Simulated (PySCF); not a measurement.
## How methods differ on the ionisation energy of N(2+)

N(2+) [He] 2s2 2p1 (2P) → N(3+) [He] 2s2 (1S), as a difference of total energies. Calculation: PySCF 2.14, in def2-TZVP; the non-relativistic Hamiltonian (point nucleus). Correlated levels: valence: 1s2 frozen. The calculations carry no spin-orbit coupling.

```json
{"method": "UHF", "ionisation energy (eV)": "47.297", "difference from reference (eV)": "-0.148"}
{"method": "M06-L", "ionisation energy (eV)": "48.112", "difference from reference (eV)": "+0.667"}
{"method": "M06-2X", "ionisation energy (eV)": "47.606", "difference from reference (eV)": "+0.161"}
{"method": "MP2 (valence)", "ionisation energy (eV)": "47.465", "difference from reference (eV)": "+0.020"}
{"method": "SCS-MP2 (valence)", "ionisation energy (eV)": "47.417", "difference from reference (eV)": "-0.028"}
{"method": "CCSD (valence)", "ionisation energy (eV)": "47.212", "difference from reference (eV)": "-0.233"}
{"method": "CCSD(T) (valence)", "ionisation energy (eV)": "47.240", "difference from reference (eV)": "-0.205"}
```

Reference: 47.445 eV (semi-empirical (NIST evaluation); NIST Atomic Spectra Database, ionization energies).

Errors of the correlated levels include the incompleteness of this basis and the frozen core.

The coupled-cluster amplitudes are large for N(3+) (T1 above 0.03 or a double amplitude above 0.15), so a single reference is strained.
